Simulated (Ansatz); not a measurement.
C$_{2}$H$_{7}$AlOSi, SMILES `[CH2]1O[SiH2][CH2][AlH]1`. The species carries charge 0 and has multiplicity 1. The structure was optimised at the PBE0-D4/def2-TZVP level.

```xyz
12

C     0.198    1.602    0.388
O     0.420    0.563    1.356
Si    0.597   -1.000    0.831
C    -0.535   -1.180   -0.638
Al   -0.693    0.706   -1.144
H     1.153    2.083    0.134
H    -0.405    2.381    0.867
H     0.294   -1.859    2.004
H     2.004   -1.250    0.394
H    -1.517   -1.564   -0.339
H    -0.150   -1.833   -1.425
H    -1.366    1.351   -2.429
```

(1) What is the dipole moment at PBE/def2-TZVPP? (An estimate is asked.)

(2) And with r2SCAN, B3LYP, ωB97M-V? (An estimate is asked.)

(3) Give the Mulliken charges with PBE, r2SCAN, B3LYP in def2-TZVPP. (Best estimate.)

Answers

(1) The calculation gave: 1.67 D, with components (-0.78, 0.19, -1.46) D in this frame, pointing from negative to positive charge.

(2) Ansatz gave: r2SCAN 1.76 D, B3LYP 1.82 D, ωB97M-V 1.87 D.

(3) Ansatz gave: 
| atom | PBE | r2SCAN | B3LYP |
| --- | --- | --- | --- |
| C1 | -0.15 | -0.12 | -0.15 |
| O2 | -0.31 | -0.38 | -0.38 |
| Si3 | 0.39 | 0.50 | 0.48 |
| C4 | -0.37 | -0.44 | -0.42 |
| Al5 | 0.35 | 0.50 | 0.43 |
| H6 | 0.08 | 0.05 | 0.08 |
| H7 | 0.09 | 0.06 | 0.09 |
| H8 | -0.08 | -0.09 | -0.09 |
| H9 | -0.10 | -0.11 | -0.11 |
| H10 | 0.10 | 0.09 | 0.10 |
| H11 | 0.10 | 0.09 | 0.10 |
| H12 | -0.10 | -0.14 | -0.13 |

B3LYP here is the variant with VWN-RPA as its local correlation; programs differ in this.
